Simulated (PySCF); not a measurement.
tellurium hexafluoride (F₆Te), SMILES F[Te](F)(F)(F)(F)F. Atoms are numbered in the order given.

```xyz
7

F      0.0000    -1.8854     0.0000
Te     0.0000     0.0000     0.0000
F      0.0000     0.0000    -1.8854
F      1.8854     0.0000     0.0000
F     -1.8854     0.0000     0.0000
F      0.0000     1.8854     0.0000
F      0.0000     0.0000     1.8854
```
Charge 0, spin multiplicity 1.

Coordinates come from a r2SCAN-D4/def2-SVP optimisation. The def2 effective core potentials stand for the cores of Te; spin–orbit coupling is left out.

All values below come from ωB97X/def2-TZVP run with PySCF.

Atomic charges (e):

```json
[
 {"atom": "F1", "Mulliken": "-0.31", "Löwdin": "-0.21"},
 {"atom": "Te2", "Mulliken": "1.84", "Löwdin": "1.28"},
 {"atom": "F3", "Mulliken": "-0.31", "Löwdin": "-0.21"},
 {"atom": "F4", "Mulliken": "-0.31", "Löwdin": "-0.21"},
 {"atom": "F5", "Mulliken": "-0.31", "Löwdin": "-0.21"},
 {"atom": "F6", "Mulliken": "-0.31", "Löwdin": "-0.21"},
 {"atom": "F7", "Mulliken": "-0.31", "Löwdin": "-0.21"}
]
```

Q: Give the Mayer and Wiberg (Löwdin basis) orders of the bonds. (The exact figures need the calculation; the answer reports its results.)

A: 
```tsv
bond	Mayer	Wiberg
F1–Te2	0.95	1.25
Te2–F3	0.95	1.25
Te2–F4	0.95	1.25
Te2–F5	0.95	1.25
Te2–F6	0.95	1.25
Te2–F7	0.95	1.25
```
